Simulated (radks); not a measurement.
Question: These are the eigenvalues of the occupied orbitals of an atom or ion with whole-number occupations (hartree). Calculated with a radial shooting solver on a logarithmic mesh with Libxc functionals: scalar-relativistic Kohn-Sham, PBE, spin-polarised, spherical densities, finite nucleus; Fermi nuclear charge, rms radius of each element as measured or else 0.836 A^(1/3) + 0.57 fm.

| orbital | eigenvalue |
|---|---|
| 1s down | -198.4129 |
| 1s up | -198.4124 |
| 2s up | -23.43992 |
| 2s down | -23.40993 |
| 2p up | -19.77955 |
| 2p down | -19.75653 |
| 3s up | -3.85002 |
| 3s down | -3.76560 |
| 3p up | -2.87562 |
| 3p down | -2.79263 |
| 3d up | -1.39153 |

Which element is it, and in what charge state? The configuration may be excited. Open shells, if any, are filled with parallel spins first.

Answer: Z = 23, vanadium, charge +3: V3+ in [Ar] 3d2. The list shows which subshells hold electrons but not how many an open one holds; the 1s level, -198.41 hartree, gives Z - s = 19.9 by -(Z - s)^2/2, which with screening and relativity narrows Z to a few neighbours, and the depths of the outer levels then fix element, charge and occupations together.
